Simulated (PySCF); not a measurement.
A geometry optimisation, step by step.

Compound: C5H4F2O.
Atom-mapped SMILES: `[O:1]=[C:2]1[CH:3]=[C:4]([F:5])[CH2:6][C@H:7]1[F:8]` (hydrogens: H9 on C3; H10, H11 on C6; H12 on C7)

Computed by this run: PBE0-D3(BJ)/def2-SVP geometry optimisation, gas phase (PySCF); density fitting, grid level 1; the optimiser is geomeTRIC in internal coordinates, started from a GFN2-xTB structure. 6 of its 11 geometries are shown. The frame can shift and turn from step to step; on so coarse a grid that alone can change the energy by a few meV, and forces under 0.02 eV/Å are noise.

Step 0: E = -12707.2602 eV, largest atomic force 0.745 eV/Å
```
atom  x, y, z in Å  |  force x, y, z in eV/Å
O1     -1.336    2.160    0.013   -0.249   0.186   0.034
C2     -0.617    1.200    0.017    0.154  -0.542  -0.116
C3      0.823    1.143    0.268   -0.131   0.241   0.030
C4      1.239   -0.122    0.188    0.497  -0.552  -0.047
F5      2.488   -0.540    0.345   -0.601   0.175  -0.076
C6      0.177   -1.123   -0.123   -0.041   0.439  -0.007
C7     -1.076   -0.256   -0.270   -0.257  -0.147   0.370
F8     -2.043   -0.631    0.630    0.095   0.104   0.045
H9      1.416    2.010    0.491    0.384   0.439   0.116
H10     0.417   -1.691   -1.023    0.119  -0.198  -0.259
H11     0.054   -1.832    0.700   -0.074  -0.198   0.210
H12    -1.540   -0.318   -1.261    0.104   0.054  -0.298
```

Step 2: E = -12707.2955 eV, largest atomic force 0.137 eV/Å
```
atom  x, y, z in Å  |  force x, y, z in eV/Å
O1     -1.459    1.987    0.597    0.080  -0.029   0.083
C2     -0.677    1.120    0.304   -0.062  -0.043  -0.114
C3      0.784    1.198    0.188    0.109   0.057  -0.003
C4      1.249   -0.024   -0.118   -0.094  -0.024  -0.010
F5      2.502   -0.343   -0.345    0.010   0.055   0.057
C6      0.220   -1.097   -0.212   -0.046  -0.014   0.010
C7     -1.090   -0.322   -0.074    0.034  -0.033   0.005
F8     -1.904   -0.851    0.885   -0.050  -0.025   0.010
H9      1.372    2.103    0.332    0.000   0.013  -0.020
H10     0.327   -1.667   -1.149   -0.047   0.004  -0.006
H11     0.307   -1.813    0.622    0.050   0.015   0.003
H12    -1.652   -0.289   -1.023    0.017   0.025  -0.015
```

Step 4: E = -12707.3010 eV, largest atomic force 0.065 eV/Å
```
atom  x, y, z in Å  |  force x, y, z in eV/Å
O1     -1.448    1.968    0.659    0.013   0.005   0.014
C2     -0.674    1.115    0.311   -0.018  -0.035   0.012
C3      0.784    1.203    0.165   -0.005   0.039  -0.040
C4      1.247   -0.023   -0.126    0.007  -0.020   0.022
F5      2.507   -0.342   -0.317   -0.019   0.011  -0.025
C6      0.217   -1.097   -0.218    0.005   0.004   0.010
C7     -1.092   -0.322   -0.077   -0.025  -0.009   0.060
F8     -1.913   -0.858    0.873    0.008   0.019  -0.040
H9      1.371    2.110    0.301    0.006   0.001   0.011
H10     0.312   -1.669   -1.154    0.007  -0.007  -0.001
H11     0.320   -1.808    0.618   -0.007  -0.005  -0.002
H12    -1.651   -0.275   -1.028    0.030  -0.003  -0.021
```

Step 6: E = -12707.3041 eV, largest atomic force 0.051 eV/Å
```
atom  x, y, z in Å  |  force x, y, z in eV/Å
O1     -1.454    1.939    0.726    0.021   0.005   0.004
C2     -0.680    1.104    0.338   -0.003  -0.017  -0.023
C3      0.774    1.211    0.154    0.006   0.008   0.050
C4      1.245   -0.014   -0.133   -0.026   0.011  -0.026
F5      2.502   -0.319   -0.356    0.009   0.005   0.007
C6      0.224   -1.098   -0.205    0.004  -0.011  -0.036
C7     -1.088   -0.326   -0.079   -0.007  -0.010   0.008
F8     -1.940   -0.874    0.833   -0.006  -0.023  -0.003
H9      1.355    2.122    0.284   -0.001   0.001  -0.014
H10     0.324   -1.673   -1.139   -0.004  -0.021   0.015
H11     0.330   -1.805    0.634    0.005   0.027   0.021
H12    -1.611   -0.266   -1.050    0.002   0.025  -0.002
```

Step 8: E = -12707.3066 eV, largest atomic force 0.045 eV/Å
```
atom  x, y, z in Å  |  force x, y, z in eV/Å
O1     -1.461    1.907    0.789   -0.011  -0.001  -0.010
C2     -0.689    1.089    0.362    0.003   0.018   0.005
C3      0.760    1.219    0.147    0.003  -0.026   0.027
C4      1.241    0.001   -0.149    0.003   0.011  -0.014
F5      2.498   -0.288   -0.395    0.008  -0.004   0.003
C6      0.234   -1.098   -0.194   -0.004   0.000  -0.045
C7     -1.085   -0.334   -0.085    0.023  -0.003  -0.020
F8     -1.963   -0.904    0.784   -0.011  -0.016   0.014
H9      1.331    2.138    0.266   -0.005   0.001  -0.007
H10     0.339   -1.699   -1.111   -0.005  -0.013   0.018
H11     0.348   -1.778    0.666    0.004   0.020   0.021
H12    -1.573   -0.251   -1.073   -0.009   0.010   0.008
```

Step 10: E = -12707.3073 eV, largest atomic force under 0.02 eV/Å
```
atom  x, y, z in Å  |  force x, y, z in eV/Å
O1     -1.472    1.898    0.786   -0.001  -0.001  -0.004
C2     -0.694    1.085    0.362   -0.003   0.003   0.003
C3      0.753    1.222    0.146   -0.006   0.000  -0.009
C4      1.240    0.008   -0.158    0.010   0.001   0.004
F5      2.498   -0.273   -0.411   -0.002  -0.002  -0.001
C6      0.240   -1.098   -0.189   -0.002   0.003   0.002
C7     -1.082   -0.340   -0.088    0.006   0.001  -0.004
F8     -1.964   -0.916    0.774   -0.003   0.003   0.004
H9      1.319    2.145    0.260   -0.001   0.001   0.001
H10     0.348   -1.722   -1.089    0.001  -0.001   0.002
H11     0.358   -1.754    0.690    0.001  -0.002   0.002
H12    -1.565   -0.255   -1.078    0.000  -0.005   0.001
```

**Question.** Summarise the path.

**Answer.** The energy falls by 0.0471 eV from step 0 to step 10; nine tenths of that is first reached at step 6. It falls at every step. The largest force goes from 0.745 to under 0.02 eV/Å. Among the bonds C3–H9 changes most, from 1.074 to 1.089 Å; the atoms move by 0.185 Å rms after alignment.

**Question.** Follow the three bonds and two angles with the largest change from start to end.

**Answer.** 
| step | E above end (eV) | largest force (eV/Å) | C3–H9 (Å) | C4–F5 (Å) | C7–F8 (Å) | C2–C7–H12 (°) | C6–C7–H12 (°) |
| --- | --- | --- | --- | --- | --- | --- | --- |
| 0 | 0.0471 | 0.745 | 1.074 | 1.327 | 1.374 | 110.2 | 113.7 |
| 1 | 0.0290 | 0.357 | 1.090 | 1.311 | 1.364 | 108.7 | 111.3 |
| 2 | 0.0118 | 0.137 | 1.089 | 1.313 | 1.364 | 108.6 | 111.9 |
| 3 | 0.0116 | 0.306 | 1.089 | 1.313 | 1.366 | 108.4 | 112.3 |
| 4 | 0.0063 | 0.065 | 1.089 | 1.313 | 1.366 | 108.3 | 112.1 |
| 5 | 0.0052 | 0.053 | 1.089 | 1.313 | 1.365 | 108.3 | 111.8 |
| 6 | 0.0032 | 0.051 | 1.089 | 1.313 | 1.363 | 108.1 | 111.2 |
| 7 | 0.0022 | 0.057 | 1.089 | 1.313 | 1.362 | 108.0 | 111.0 |
| 8 | 0.0007 | 0.045 | 1.089 | 1.313 | 1.361 | 107.6 | 110.8 |
| 9 | 0.0001 | 0.026 | 1.089 | 1.313 | 1.361 | 107.4 | 110.9 |
| 10 | 0.0000 | under 0.02 | 1.089 | 1.313 | 1.361 | 107.4 | 111.0 |

The cost below is that of the whole optimisation. Time: 94 s wall; peak memory 0.56 GiB. Hardware: an Arm Neoverse N1 with one thread (shared host).
